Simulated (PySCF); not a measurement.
A GIAO shielding run with PySCF 2.14 (density fitting, non-relativistic, gas phase) on `InChI=1S/C9H10O2/c1-2-7-11-9-5-3-8(10)4-6-9/h2-6,10H,1,7H2`:

```
{"job": {"kind": "nmr", "xc": "PBE0", "basis": "pcSseg-1"}, "charge": 0, "multiplicity": 1}
C      3.368908     0.771912     0.055679
C      2.617125    -0.299853     0.218161
C      1.905898    -1.017776    -0.893628
O      0.690010    -1.611374    -0.490177
C     -0.370695    -0.806249    -0.182289
C     -0.367464     0.580497    -0.233244
C     -1.515763     1.288415     0.086028
C     -2.674194     0.629143     0.464627
O     -3.822086     1.294300     0.784891
C     -2.675859    -0.762107     0.523456
C     -1.538907    -1.467705     0.201164
H      3.510758     1.226807    -0.911603
H      3.882434     1.235270     0.880047
H      2.481155    -0.745702     1.194206
H      1.754304    -0.356729    -1.758016
H      2.518201    -1.868791    -1.217250
H      0.518669     1.127687    -0.511316
H     -1.501921     2.369540     0.037276
H     -3.680772     2.243890     0.694112
H     -3.579593    -1.268932     0.820643
H     -1.529127    -2.545300     0.236761
```

Hardware: 1 thread of an x86-64 server CPU, shared host. The job also computes population analyses, field gradients.

(1) How large is the calculation?

(2) How long does it take?

Answers

(1) 80 electrons, 237 basis functions and 1221 auxiliary functions.

(2) 36 s of wall time, with 14 SCF cycles and 5 response iterations. Times on a shared host scatter by some tens of per cent.
